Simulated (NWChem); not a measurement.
# SnI$_{3}$ cation; SMILES [I][Sn+]([I])[I]

def2 effective core potentials on Sn, I; no spin-orbit coupling.

Task: Give the equilibrium geometry at PBE0/def2-SVP with def2 effective core potentials on Sn, I (NWChem) as a Z-matrix, with the point group.

Result: point group D3h; any orientation.
```
Sn
I 1 2.6067
I 1 2.6067 2 120.00
I 1 2.6067 2 120.00 3 180.00
```
